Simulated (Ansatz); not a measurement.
Ga3⁻, relaxed as a singlet with RKS PBE-D4/def2-TZVPD in Ansatz, starting from the GFN2-xTB geometry. Force threshold 0.02 eV/Å.

The highest occupied level of the charge -1 singlet lies above zero (up to 0.45 eV). By energy differences its removal costs 1.60 eV (vertical, to the charge 0 doublet, at PBE-D4/def2-TZVPD); a positive level beside a positive removal energy at the same level points to self-interaction error. The structure comes from a short search, and lower isomers may exist.

Start:

```csv
atom,x (Å),y (Å),z (Å)
Ga1,1.175,-0.711,0.629
Ga2,-0.050,1.321,-0.225
Ga3,-1.125,-0.609,-0.404
```

Estimate the energy that the relaxation releases and the steps that it takes.

21.2 kJ/mol, in 3 steps; 3.5 s on 4 threads of Arm Neoverse V2 on a shared host. No frequencies were taken in this run, so the end may be a saddle point.

Does the start keep its bonding and symmetry?

By distances, no bond broke or formed. The bond that changes most is Ga2–Ga3, from 2.22 to 2.50 Å (atoms count from 1). Point group C2v at the start, D3h at the end, both within 0.05 Å.

Predict the relaxed structure.


```xyz
3

Ga    1.130   -0.685    0.605
Ga    0.042    1.433   -0.202
Ga   -1.172   -0.748   -0.403
```
Bond lengths (bridged metal pairs left out): 3 × Ga–Ga 2.50 to 2.51 Å.
